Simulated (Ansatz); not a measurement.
## Nudged elastic band run: C$_{2}$H$_{8}$BN

The input (input.yaml):

```yaml
crystal:
  periodic: [false, false, false]
  atoms:
    - { symbol: B, position_ang: [-1.723223, 1.022907, 0.312578] }
    - { symbol: "N", position_ang: [-0.347807, 0.82158, 0.297181] }
    - { symbol: C, position_ang: [0.376962, -0.427425, 0.48295] }
    - { symbol: C, position_ang: [1.178601, -0.846842, -0.749131] }
    - { symbol: H, position_ang: [-2.152637, 2.137001, 0.128845] }
    - { symbol: H, position_ang: [-2.45655, 0.082427, 0.511124] }
    - { symbol: H, position_ang: [0.261246, 1.617876, 0.125201] }
    - { symbol: H, position_ang: [-0.359126, -1.204328, 0.740299] }
    - { symbol: H, position_ang: [1.058496, -0.337607, 1.349657] }
    - { symbol: H, position_ang: [1.924023, -0.08075, -1.022506] }
    - { symbol: H, position_ang: [1.722628, -1.786033, -0.55923] }
    - { symbol: H, position_ang: [0.517385, -0.998806, -1.616969] }
basis:
  gaussian: { orbitals: def2-SVP }
hamiltonian:
  xc: b3lyp
neb:
  order_check: false
  images: 5
  f_tol: 0.05
  max_iterations: 60
  initial_path: idpp
  final_atoms:
    - { symbol: B, position_ang: [-1.33012327, 1.38122996, 0.65616562] }
    - { symbol: "N", position_ang: [-0.85953044, 0.35250565, -0.15192724] }
    - { symbol: C, position_ang: [0.06173857, -0.7167266, 0.20630428] }
    - { symbol: C, position_ang: [1.3741546, -0.66628375, -0.57573992] }
    - { symbol: H, position_ang: [-2.08695511, 2.19583679, 0.18379055] }
    - { symbol: H, position_ang: [-0.97430775, 1.43659022, 1.81028956] }
    - { symbol: H, position_ang: [-1.15950766, 0.31681859, -1.12329335] }
    - { symbol: H, position_ang: [-0.42389032, -1.69756382, 0.04536402] }
    - { symbol: H, position_ang: [0.25954808, -0.63689844, 1.28613237] }
    - { symbol: H, position_ang: [1.90897198, 0.27819181, -0.38784131] }
    - { symbol: H, position_ang: [2.03293334, -1.50104971, -0.28720721] }
    - { symbol: H, position_ang: [1.19696599, -0.74265072, -1.66203836] }
```

Command:

```bash
$ ansatz run input.yaml --threads 2 --pin off --max-ram 3072MiB --backend cpu --events-out ev --progress --plain --runs-dir out
```

Output, in part (warnings, iteration lines, the closing report on the highest movable image, with atoms numbered from 0):

```
NEB end point (image 0): max|allowed force component| = 6.830e-3 eV/Å (the criterion of neb.relax_end_points is 1.000e-2)
NEB end point (image 6): max|allowed force component| = 3.309e-3 eV/Å (the criterion of neb.relax_end_points is 1.000e-2)
NEB iter   1: max|band force component| = 1.457e0 eV/Å  barrier→ = 0.2202 eV  barrier← = 0.2202 eV  Δτ_max = 0.0643 Å  (161 SCF iters)
NEB iter   2: max|band force component| = 9.530e-1 eV/Å  barrier→ = 0.1187 eV  barrier← = 0.1187 eV  Δτ_max = 0.0529 Å  (115 SCF iters)
NEB iter   3: max|band force component| = 3.609e-1 eV/Å  barrier→ = 0.0920 eV  barrier← = 0.0920 eV  CI = image 3  Δτ_max = 0.0329 Å  (120 SCF iters)
NEB iter   4: max|band force component| = 1.193e-1 eV/Å  barrier→ = 0.0897 eV  barrier← = 0.0897 eV  CI = image 3  Δτ_max = 0.0197 Å  (116 SCF iters)
NEB iter   5: max|band force component| = 9.102e-2 eV/Å  barrier→ = 0.0891 eV  barrier← = 0.0891 eV  CI = image 3  Δτ_max = 0.0100 Å  (109 SCF iters)
NEB iter   6: max|band force component| = 2.626e-2 eV/Å  barrier→ = 0.0888 eV  barrier← = 0.0888 eV  CI = image 3  Δτ_max = 0.0000 Å  (221 SCF iters)
Total energy: -4368.69307604 eV, -160.5465093380 hartree
Atom 0 at    -1.567000     1.207619     0.781162 Å, force    -0.002485     0.009186    -0.004155 eV/Å
Atom 1 at    -0.512731     0.689633     0.038879 Å, force     0.026205    -0.021258    -0.012050 eV/Å
Atom 2 at     0.179402    -0.586621     0.238538 Å, force    -0.012725     0.017098     0.001143 eV/Å
Atom 3 at     1.288671    -0.797171    -0.785077 Å, force    -0.000238    -0.001094     0.001218 eV/Å
Atom 4 at    -2.022031     2.284454     0.475389 Å, force    -0.000243    -0.005696     0.004371 eV/Å
Atom 5 at    -2.004999     0.573440     1.712766 Å, force    -0.002281    -0.002729     0.004702 eV/Å
Atom 6 at    -0.150773     1.229064    -0.742457 Å, force    -0.009074     0.008165     0.003339 eV/Å
Atom 7 at    -0.546256    -1.415949     0.174975 Å, force     0.001068     0.000386    -0.000137 eV/Å
Atom 8 at     0.602867    -0.623298     1.257218 Å, force    -0.000251    -0.000434    -0.001043 eV/Å
Atom 9 at     2.048578    -0.000365    -0.718842 Å, force    -0.002177    -0.002590    -0.000710 eV/Å
Atom 10 at     1.796960    -1.759248    -0.620028 Å, force     0.000461    -0.001185     0.000326 eV/Å
Atom 11 at     0.887311    -0.801558    -1.812524 Å, force     0.001740     0.000151     0.002995 eV/Å
Dipole moment:     0.373859    -0.199311    -0.251730 e Å
```

The run converged. A vibrational analysis at the climbing image gives one clearly imaginary mode, 126i cm⁻¹: a first-order saddle point.

Final band (atoms are numbered from 1 in the order of the input):

```csv
image,path coordinate (Å),energy (kcal/mol),dihedral B1–N2–C3–C4 (°)
0,0.00,0.0,117
1,0.71,0.5,139
2,1.42,1.5,160
3,2.13,2.0,-180
4,2.84,1.5,-160
5,3.55,0.5,-139
6,4.25,0.0,-116
```

Time of the run: 57 s on 2 threads of Arm Neoverse V2, on a shared host, peak memory 0.18 GiB.
